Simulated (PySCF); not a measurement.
Ne⁺: ionisation energy

Ne⁺ [He] 2s2 2p5 (2P) → Ne²⁺ [He] 2s2 2p4 (3P), as a difference of total energies. Calculation: PySCF 2.14, in aug-cc-pVDZ (4s3p2d, 23 functions); the non-relativistic Hamiltonian (point nucleus). Correlated levels: valence: 1s2 frozen. The calculations carry no spin-orbit coupling.

```
           method  ionisation energy (eV)  error (eV)
              UHF                  39.321      -1.642
            B3LYP                  41.368      +0.405
             BP86                  41.349      +0.386
    MP2 (valence)                  40.532      -0.431
SCS-MP2 (valence)                  40.480      -0.483
   CCSD (valence)                  40.477      -0.486
CCSD(T) (valence)                  40.499      -0.464
```

Reference: 40.963 eV (measured; NIST Atomic Spectra Database, ionization energies).

Errors of the correlated levels include the incompleteness of this basis and the frozen core.
